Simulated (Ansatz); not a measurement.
Kohn–Sham single points on `O[SiH](O)[SiH2]F`.

```yaml
crystal:
  periodic: [false, false, false]
  atoms:
    - {symbol: O, position_ang: [-1.330537, -1.118511, 0.890692]}
    - {symbol: Si, position_ang: [0.199439, -0.632012, 0.529791]}
    - {symbol: O, position_ang: [0.947063, -1.584451, -0.583545]}
    - {symbol: Si, position_ang: [0.134246, 1.508908, -0.445241]}
    - {symbol: F, position_ang: [-1.222668, 1.573051, -1.316670]}
    - {symbol: H, position_ang: [-2.003273, -0.988358, 0.219205]}
    - {symbol: H, position_ang: [0.907754, -0.692729, 1.834102]}
    - {symbol: H, position_ang: [1.124905, -2.498008, -0.351225]}
    - {symbol: H, position_ang: [0.052912, 2.583708, 0.580058]}
    - {symbol: H, position_ang: [1.273158, 1.797402, -1.354165]}
basis:
  gaussian: {orbitals: def2-TZVPP}
hamiltonian: {xc: {name: PBE-QIDH}}
```

```sh
$ ansatz run in.yaml --threads 4 --pin off --events-out ev --progress --plain --max-ram 10444MiB
```

Shortened log:

```
Functional definition: PBE-QIDH
1485 factors; integrals over basis functions are off by at most 8.8e-4 eV
mean field evaluation 1: about -22620.5697 eV, gradient 6.0e1 eV
mean field evaluation 2: about -22620.7841 eV, gradient 6.0e1 eV
mean field evaluation 4: about -22626.6047 eV, gradient 2.5e0 eV
mean field evaluation 8: about -22626.6461 eV, gradient 2.5e-1 eV
mean field evaluation 16: about -22626.6462 eV, gradient 1.1e-4 eV
mean field -22626.64624015 eV, -831.5139124340 hartree, gradient 5.7e-6 eV, S^2 0.000000; 0 other end points of the search recorded, 0 dependent functions left out
13 core orbitals not correlated: weight in the atoms' cores, before any rotation towards them, 1.000 or more for the frozen orbitals, at most 0.000 for the correlated occupied ones
reference -22626.64625312 eV, -831.5139129105 hartree; 16, 16 occupied and 218, 218 virtual orbitals, 1485 factors
second order -29.52318896 eV of doubles, -0.00000000 eV of singles
Total energy: -22636.48731611 eV, -831.8755653048 hartree
```

Run time 3.1 s (4 threads of an Intel Xeon 6975P-C on a shared host); peak host memory 0.63 GiB.

The same input with `hamiltonian: {xc: {name: r2SCANh}, dispersion: d4}` (abridged; 2.3 s):

```
Functional definition: r2SCANh
mean field evaluation 16: about -22650.4871 eV, gradient 6.2e-5 eV
mean field -22650.48709835 eV, -832.3900478126 hartree, gradient 6.2e-5 eV, S^2 0.000000
Total energy: -22650.54200182 eV, -832.3920654782 hartree
```

The same input with `hamiltonian: {xc: {name: B3LYP}, dispersion: d4}` and forces (abridged; 2.6 s):

```
Functional definition: B3LYP
mean field evaluation 16: about -22656.7578 eV, gradient 1.8e-4 eV
mean field -22656.75782146 eV, -832.6204926365 hartree, gradient 4.6e-5 eV, S^2 0.000000
Total energy: -22657.09941357 eV, -832.6330459150 hartree
Atom 0 force    -0.123785    -0.027778     0.004078 eV/Å
Atom 1 force     0.131339     0.137265     0.178753 eV/Å
Atom 2 force     0.057691    -0.089129    -0.062953 eV/Å
Atom 3 force     0.221540     0.104811     0.093491 eV/Å
Atom 4 force    -0.160554     0.005139    -0.104218 eV/Å
Atom 5 force    -0.065558    -0.021702     0.011516 eV/Å
Atom 6 force    -0.035556     0.004214    -0.071112 eV/Å
Atom 7 force     0.029914    -0.046606    -0.042751 eV/Å
Atom 8 force     0.008044    -0.057032    -0.059174 eV/Å
Atom 9 force    -0.063075    -0.009183     0.052370 eV/Å
Dipole moment:     0.135127    -0.231692     0.069827 e Å
```

The same input with `hamiltonian: {xc: hse06, dispersion: d4}` (abridged; 1.9 s):

```
Functional definition: HSE06
mean field evaluation 16: about -22641.1617 eV, gradient 1.9e-4 eV
mean field -22641.16166095 eV, -832.0473443095 hartree, gradient 4.5e-5 eV, S^2 0.000000
Total energy: -22641.32972122 eV, -832.0535204105 hartree
```

The same input with `hamiltonian: {xc: {name: revPBE}, dispersion: d4}` (abridged; 1.1 s):

```
Functional definition: revPBE
mean field evaluation 16: about -22649.6408 eV, gradient 1.2e-4 eV
mean field -22649.64077997 eV, -832.3589461860 hartree, gradient 2.9e-5 eV, S^2 0.000000
Total energy: -22650.23560250 eV, -832.3808055107 hartree
```

Changing it to `hamiltonian: {xc: {name: B2PLYP}}` (abridged; 3 s):

```
Functional definition: B2PLYP
mean field evaluation 16: about -22636.4323 eV, gradient 1.1e-4 eV
mean field -22636.43233874 eV, -831.8735449237 hartree, gradient 1.2e-6 eV, S^2 0.000000
13 core orbitals not correlated: weight in the atoms' cores, before any rotation towards them, 1.000 or more for the frozen orbitals, at most 0.000 for the correlated occupied ones
second order -31.69140055 eV of doubles, -0.00000000 eV of singles
Total energy: -22644.98918796 eV, -832.1880033324 hartree
```

B3LYP takes the VWN-RPA correlation (the form of Gaussian; ORCA's B3LYP/G).

HSE06 is the plane-wave form, built on full-range PBE exchange.
